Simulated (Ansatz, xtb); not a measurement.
# C4H13AlSi: which of two isomers lies lower

Structure a: `[CH3][AlH][C](C)(C)[SiH3]`, a singlet. Structure b: `CC[C@](C)([AlH2])[SiH3]`, a singlet. Both are isolated molecules in the gas phase, relaxed with B3LYP/def2-SVP, each in the lowest conformer that the search found.

Quicker runs give these differences E(b) − E(a): GFN2-xTB −48.5 kJ/mol; HF/STO-3G +65.9 kJ/mol (at GFN2-xTB geometries); r2SCAN-D4/def2-SVP +45.7 kJ/mol (at GFN2-xTB geometries).

Task: Estimate E(b) − E(a) at the level CCSD(T)/def2-SVP + ΔMP2/def2-TZVPP.

Result: Calculated at CCSD(T)/def2-SVP + ΔMP2/def2-TZVPP: E(b) − E(a) = +41.6 kJ/mol, so structure a lies lower.

How the difference moves with the method:

```csv
level,geometry,E(b) − E(a) (kJ/mol),departure from the last row (kJ/mol),"job, with rough time for the two"
GFN2-xTB,GFN2-xTB,−48.5,−90.1,"optimisation, 0.81 s"
HF/STO-3G,GFN2-xTB,+65.9,+24.3,"single point, 0.66 s"
r2SCAN-D4/def2-SVP,GFN2-xTB,+45.7,+4.1,"single point, 8.1 s"
B3LYP/def2-SVP,B3LYP/def2-SVP,+41.1,−0.5,"optimisation, 3.8 min"
HF/def2-SVP,B3LYP/def2-SVP,+36.5,−5.1,part of the CCSD(T) run
MP2/def2-SVP,B3LYP/def2-SVP,+33.4,−8.2,part of the CCSD(T) run
CCSD(T)/def2-SVP,B3LYP/def2-SVP,+31.0,−10.6,single point
CCSD(T)/def2-SVP + ΔMP2/def2-TZVPP,B3LYP/def2-SVP,+41.6,,"single point, 2.3 min"
```

As drawn, b has 1 C–C, 1 Al–H in place of 1 C–Al, 1 C–H.

GFN2-xTB puts the two in the other order. The largest departure from CCSD(T)/def2-SVP + ΔMP2/def2-TZVPP is that of GFN2-xTB, 90.1 kJ/mol. The last row adds to CCSD(T) the change of the MP2 difference between the two basis sets, here +10.6 kJ/mol.

With thermal terms from frequencies at re-optimised GFN2-xTB minima (ideal gas, soft modes damped towards free rotors, one conformer each, 298.15 K, 1 atm): on the last row, ΔE + ΔZPE = +41.3, ΔH = +39.0, ΔG = +44.4 kJ/mol.

The correlated steps freeze 14 core orbitals. Mirror images aren't counted in ΔG. Run with Ansatz 0.2.0, xtb 6.7.1; the last row on 4 threads of Arm Neoverse N1 on a shared host.
